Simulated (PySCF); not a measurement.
Job file and geometry (Å, from GFN2-xTB) of an NMR shielding run on `[BH3-][O+]1[C@@H](CC)CCC1(F)F`, C6H13BF2O, GIAO PBE0/pcSseg-1 NMR shielding, non-relativistic, gas phase in PySCF 2.14.0, density-fitted response routines; density fitting, a coarse starting grid and PySCF grid level 2 are the driver's defaults:

```
$ OMP_NUM_THREADS=1 python probes_run.py task.json out

{"job": {"kind": "nmr", "xc": "PBE0", "basis": "pcSseg-1"}, "charge": 0, "multiplicity": 1}
B     -1.698071     1.901242     0.123808
O     -0.772574     0.467081     0.242817
C      0.171966     0.234705    -0.827932
C      1.532613     0.806416    -0.424149
C      2.131655     0.158139     0.818376
C      0.151288    -1.283461    -1.075595
C     -0.506029    -1.853132     0.178503
C     -1.388670    -0.691474     0.627728
F     -1.572547    -0.666199     1.964684
F     -2.634930    -0.806261     0.105190
H     -2.378228     1.860072     1.085340
H     -2.270303     1.802914    -0.910013
H     -0.851902     2.727765     0.145306
H     -0.194109     0.782230    -1.703154
H      2.209162     0.694982    -1.273319
H      1.394804     1.872097    -0.237669
H      2.378442    -0.887203     0.645948
H      3.046207     0.675190     1.096369
H      1.438034     0.228768     1.652695
H      1.152223    -1.678445    -1.233886
H     -0.454136    -1.513892    -1.952591
H     -1.104974    -2.742542    -0.006838
H      0.215327    -2.062006     0.968460
```

Question: What does the program print?

Answer: 
```
coarse grid: 18920 points
cycle   1  E = -535.3270662400  dE =  1.337e+00  |g| = 8.721e-01  |ddm| = 4.041e+00
cycle   2  E = -535.2350693160  dE =  9.200e-02  |g| = 1.207e+00  |ddm| = 1.196e+00
cycle   3  E = -535.4739226628  dE = -2.389e-01  |g| = 9.648e-02  |ddm| = 6.606e-01
cycle   4  E = -535.4755234845  dE = -1.601e-03  |g| = 4.452e-02  |ddm| = 9.868e-02
cycle   5  E = -535.4758925429  dE = -3.691e-04  |g| = 1.230e-02  |ddm| = 3.674e-02
cycle   6  E = -535.4759193504  dE = -2.681e-05  |g| = 3.779e-03  |ddm| = 9.502e-03
cycle   7  E = -535.4759217359  dE = -2.386e-06  |g| = 8.478e-04  |ddm| = 2.890e-03
final grid: 182712 points
cycle   8  E = -535.5612463852  dE = -8.433e-05  |g| = 1.445e-02  |ddm| = 4.254e-02
cycle   9  E = -535.5612155643  dE =  3.082e-05  |g| = 1.977e-02  |ddm| = 2.116e-02
cycle  10  E = -535.5612883532  dE = -7.279e-05  |g| = 1.649e-03  |ddm| = 1.204e-02
cycle  11  E = -535.5612889341  dE = -5.809e-07  |g| = 4.214e-04  |ddm| = 1.603e-03
cycle  12  E = -535.5612889639  dE = -2.982e-08  |g| = 1.627e-04  |ddm| = 4.103e-04
cycle  13  E = -535.5612889682  dE = -4.302e-09  |g| = 3.570e-05  |ddm| = 1.093e-04
cycle  14  E = -535.5612889684  dE = -2.087e-10  |g| = 9.234e-06  |ddm| = 3.020e-05
converged SCF energy = -535.5612889684

GIAO shielding tensors (ppm)
atom      isotropic    diamagn.    paramagn.     s11        s22        s33       span
  0 B       99.023     189.838     -90.815     66.324     77.138    153.609     87.285
  1 O      217.809     407.436    -189.627    156.496    194.036    302.895    146.399
  2 C       93.886     247.294    -153.408     52.439     71.432    157.787    105.348
  3 C      156.824     248.454     -91.630    144.844    155.162    170.465     25.621
  4 C      179.361     249.669     -70.308    171.284    179.386    187.413     16.129
  5 C      160.138     251.619     -91.481    135.107    166.924    178.384     43.277
  6 C      147.983     253.097    -105.115    127.579    141.459    174.910     47.331
  7 C       48.499     242.345    -193.846     37.466     52.558     55.474     18.008
  8 F      264.867     472.846    -207.979    159.695    289.063    345.844    186.149
  9 F      254.715     473.306    -218.591    192.660    237.241    334.244    141.584
 10 H       28.146      30.485      -2.339     24.664     25.218     34.555      9.891
 11 H       28.435      31.284      -2.849     24.319     26.078     34.907     10.588
 12 H       28.379      31.890      -3.511     25.029     25.129     34.978      9.948
 13 H       26.823      32.621      -5.798     24.710     25.750     30.010      5.300
 14 H       30.439      31.056      -0.617     25.843     28.104     37.369     11.526
 15 H       29.054      31.517      -2.462     23.969     28.258     34.936     10.967
 16 H       30.980      31.453      -0.472     26.298     30.345     36.297     10.000
 17 H       30.543      28.386       2.157     25.463     27.332     38.834     13.371
 18 H       30.530      32.287      -1.758     25.415     31.148     35.026      9.611
 19 H       29.954      31.882      -1.928     25.441     28.465     35.956     10.515
 20 H       29.211      31.145      -1.934     25.012     26.480     36.142     11.130
 21 H       29.178      28.936       0.242     25.206     26.771     35.557     10.351
 22 H       29.334      31.677      -2.342     26.294     28.143     33.565      7.271
```

Size and cost of the density-fitted run: 235 basis functions, 54 s wall time on 1 thread of an Arm Neoverse V1, shared host; peak memory 1.1 GiB.
